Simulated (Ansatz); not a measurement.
Two structures of GePNH8, singlet, reached by relaxing down either side of one saddle point (PBE0-D4/def2-TZVP). Energies are electronic, without zero-point energy. Program: Ansatz 0.2.0. Basis: def2-TZVPP and def2-QZVPP. Cores are frozen in the correlated methods. Filled d shells of the heavier atoms are correlated. The def2 sets are not built for correlating such inner shells, so the correlated values are less sure here. Extrapolation: Hartree–Fock as exp(−7.88 √X), correlation as X^−2.97. First:

Ge1  (-0.777, 0.151, -1.562)
N2  (0.604, 1.123, -0.813)
H3  (-0.307, -1.309, -1.621)
H4  (-1.985, 0.308, -0.628)
H5  (-1.172, 0.613, -2.984)
H6  (0.561, -0.298, 1.435)
P7  (0.018, -1.350, 2.220)
H8  (1.470, 1.059, -1.331)
H9  (0.386, 2.103, -0.691)
H10  (-0.090, -0.547, 3.386)
H11  (1.292, -1.855, 2.589)
(Å)

Second:

Ge1  (-1.114, -0.763, -0.377)
N2  (1.355, 1.460, -0.794)
H3  (-0.150, -1.220, -1.477)
H4  (-2.285, -1.767, -0.301)
H5  (-1.682, 0.627, -0.687)
H6  (1.753, 1.341, 0.129)
P7  (0.021, -0.690, 1.651)
H8  (2.084, 1.256, -1.467)
H9  (1.118, 2.439, -0.897)
H10  (-1.165, -0.579, 2.426)
H11  (0.065, -2.103, 1.794)
(Å)

(1) Which bonds change from the first to the second?

(2) Give the saddle point's structure and its height above each. (Judge from chemistry; the value comes from the calculation.)

The T1 diagnostic stays at or below 0.012.

Answers

(1) GeNH₅ ([NH2][GeH3]) + PH₃ → GePH₅ ([PH2][GeH3]) + NH₃; bonds formed: Ge1–P7, N2–H6; bonds broken: Ge1–N2, H6–P7.

(2) The calculation gives: 39.44 kcal/mol above the first and 47.15 kcal/mol above the second (CCSD(T) at an estimated basis limit (MP2 extrapolated from triple and quadruple zeta, plus CCSD(T) − MP2 in triple zeta)).
Ge1  (-0.790, -0.171, -1.061)
N2  (0.691, 1.018, -0.496)
H3  (-0.283, -1.575, -1.355)
H4  (-2.051, 0.115, -0.258)
H5  (-0.973, 0.539, -2.449)
H6  (0.888, 0.645, 0.515)
P7  (0.205, -0.841, 1.700)
H8  (1.513, 0.914, -1.084)
H9  (0.424, 1.998, -0.490)
H10  (-0.558, -0.658, 2.876)
H11  (0.934, -1.983, 2.102)
(Å)

Labels in which every atom is bracketed show which atoms are joined, not bond orders.

For scale, one of the runs: CCSD(T)/def2-TZVPP, 233 basis functions, launched by `ansatz run in.yaml --threads 4 --pin off --events-out ev --progress --plain --max-ram 9574MiB`. Time: 3.5 min of wall clock on 4 CPU threads of an AMD EPYC; the host was shared. Peak host memory: 4 GiB.
